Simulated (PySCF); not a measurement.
Electron correlation in Mo²⁴⁺ (molybdenum, charge +24)

[Ar], closed-shell 1S. Computed with PySCF 2.14 in an even-tempered Gaussian basis (18 s from 2.9 bohr⁻², ratio 2.5; 12 p from 3.8 bohr⁻², ratio 2.5; 5 d from 19 bohr⁻², ratio 2.7; 4 f from 28 bohr⁻², ratio 2.7), with scalar relativity by spin-free X2C-1e. Frozen: 1s2; 16 electrons correlated; the 21 highest virtual orbitals of each spin left out.

```
  level  correlation energy (mhartree)
   CCSD                        -629.86
    (T)                          -1.82
CCSD(T)                        -631.68
```

Diagnostics: T1 = 0.00058, D1 = 0.0013, largest double amplitude 0.020.

Cost of the coupled-cluster step: of the order of 14 core-seconds, for 16 correlated electrons.

Iterations:

```
CC2 = 0
CCSD nocc = 8, nmo = 85
frozen orbitals [0, 86, 87, 88, 89, 90, 91, 92, 93, 94, 95, 96, 97, 98, 99, 100, 101, 102, 103, 104, 105, 106]
max_cycle = 100
direct = 0
conv_tol = 1e-08
conv_tol_normt = 1e-06
diis_space = 8
diis_start_cycle = 0
Init t2, MP2 energy = -3684.73320314292  E_corr(MP2) -0.620102223307481
Init E_corr(CCSD) = -0.620102223307478
cycle = 1  E_corr(CCSD) = -0.627858001076564  dE = -0.00775577777  norm(t1,t2) = 0.00592687
cycle = 2  E_corr(CCSD) = -0.62959274230158  dE = -0.00173474123  norm(t1,t2) = 0.00106959
cycle = 3  E_corr(CCSD) = -0.629858794150053  dE = -0.000266051848  norm(t1,t2) = 0.000199451
cycle = 4  E_corr(CCSD) = -0.629856596503905  dE = 2.19764615e-06  norm(t1,t2) = 7.02951e-06
cycle = 5  E_corr(CCSD) = -0.629855748071878  dE = 8.48432027e-07  norm(t1,t2) = 3.25226e-07
cycle = 6  E_corr(CCSD) = -0.629855751907079  dE = -3.83520138e-09  norm(t1,t2) = 2.64312e-08
CCSD converged
E(CCSD) = -3684.74295667152  E_corr = -0.6298557519070793
CCSD(T) correction = -0.00181638805008455
```

At this charge the one-electron X2C treatment keeps the bare 1/r₁₂, with no two-electron picture change or Breit term. The effect here is smaller than on the frozen 1s shell; and a scalar Hamiltonian misses the large spin-orbit splitting of the p shells, which matters for ns² → np² pairs.
